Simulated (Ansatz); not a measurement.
`C=NB[SeH]` + H–F → `FB[SeH]` + `C=N` at 600 K and 1 bar (ligand exchange at a B–N bond).

Gas-phase electronic energies from Ansatz, PBE0-D4/def2-TZVP geometries. CCSD(T)/CBS adds triple-zeta CCSD(T) − MP2 to the extrapolated MP2 energy (def2 sets, frozen cores). This one scheme is used for every species. For Se outer-core shells are correlated without core-valence functions, which leaves a few kJ/mol of doubt a bond. Scalar relativity is left out up to krypton. Each species was taken in one conformer, which may not be the lowest.

```tsv
species	CCSD(T)/CBS energy (Eh)	H − E (kJ/mol)	S (J/(mol·K))
`C=NB[SeH]`	-2520.67685	184.3	390.5
H–F	-100.39570	42.3	194.0
`FB[SeH]`	-2526.56401	96.0	329.4
`C=N`	-94.52360	129.6	259.4
```

H − E and S are ideal-gas, rigid-rotor, harmonic terms from PBE0-D4/def2-TZVP, for one conformer and one mirror image of each species. 1 Eh = 2625.50 kJ/mol, R = 8.31446 J/(mol·K).

Q: By hand: ΔE, ΔH, ΔS and ΔG.

A: ΔE = (-2526.56401) + (-94.52360) − (-2520.67685) − (-100.39570) = -0.01506 Eh = -39.5 kJ/mol. Δ(H − E) = 96.0 + 129.6 − 184.3 − 42.3 = -1.0, so ΔH = -40.5 kJ/mol. ΔS = 329.4 + 259.4 − 390.5 − 194.0 = 4.3 J/(mol·K). ΔG = -40.5 − 600 × (4.3)/1000 = -43.1 kJ/mol.

Q: By hand: the equilibrium constant, and the temperature at which ΔG would vanish if ΔH and ΔS stayed fixed.

A: log₁₀ K = −ΔG/(RT ln 10) = 3.8. ΔH and −TΔS have one sign here, so there is no such temperature.

The number of gas molecules stays the same, so ΔS is small and ΔH decides. A doubt of 5 kJ/mol in ΔE shifts log₁₀ K by 0.4 here. Other conformers and mirror images would add mixing entropy, several J/(mol·K) or more a flexible species. These are equilibria of isolated gas molecules and say nothing of rates. Largest T1 diagnostic: 0.013 (customary marks: 0.02 for closed shells, 0.045 for open ones).

ΔS is within the doubt of such terms, so its sign, and with it that verdict, could turn.
